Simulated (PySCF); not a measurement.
## Unknown compound

Molecular formula: C₅H₆ClF₃Si. Simulated spectra:

1H NMR (400 MHz, computed): δ 6.32 (d, 1H), 3.95 (d, 3H), 3.09 (m, 1H), 2.36 (m, 1H).

13C{1H} NMR (computed): δ 148.3 (CH), 137.1 (C), 134.8 (C), 57.1 (CH), 26.9 (CH).

No solvent, non-relativistic, equivalent nuclei averaged, one computed conformer. GFN2-xTB geometry; shielding tensors at PBE0/pcSseg-1 (GIAO); PySCF 2.14.0 with density-fitted response routines.

References, each an isolated molecule treated in the same way: 1H and 13C against TMS.

Question: Propose a structure and justify it.

Answer: 
1. Rings plus π bonds: 2 (1 ring in the answer).
2. 5 carbon signals for 5 carbons: no two carbons are equivalent.
3. Carbon types of the structure: 2 × C, 3 × CH, leaving 3 H on heteroatoms.
4. δC 148.3: alkene CH; an sp2 carbon of a C=C bond.
5. δC 137.1: fully substituted alkene carbon; the olefinic region.
6. δC 134.8: CF3 carbon; 3 electronegative neighbours deshield it.
7. δH 6.32: hydrogen on an alkene CH; olefinic region.
8. δH 3.95: hydrogen on a silicon bonded to C.
9. δH 3.09: hydrogen on an allylic sp3 CH; allylic position.
10. δH 2.36: hydrogen on an allylic sp3 CH bonded to Si; allylic position.

Structure: SMILES FC(F)(F)[C@@H]1C(Cl)=C[C@H]1[SiH3].

The shifts were computed for this structure.

Carbons that carry Cl, above all several Cl atoms, come out too deshielded, partly because spin–orbit coupling is missing. Splittings by 19F in the carbon and heteronuclear signals aren't shown, as no couplings were computed. Shifts are as computed. Against solution values, carbons near 30 ppm lie about +3 ppm off and those near 130 ppm about +5 ppm; carbons on Cl a further +6 ppm. Of 1211 compounds with measured shifts, 218 miss one by over three times the rms of a fit or turn the order of signals round; such compounds aren't used in these exercises. Multiplicities follow the n + 1 count of equivalent neighbours, as no J values were calculated; m marks all less simple cases, F and P coupling included.
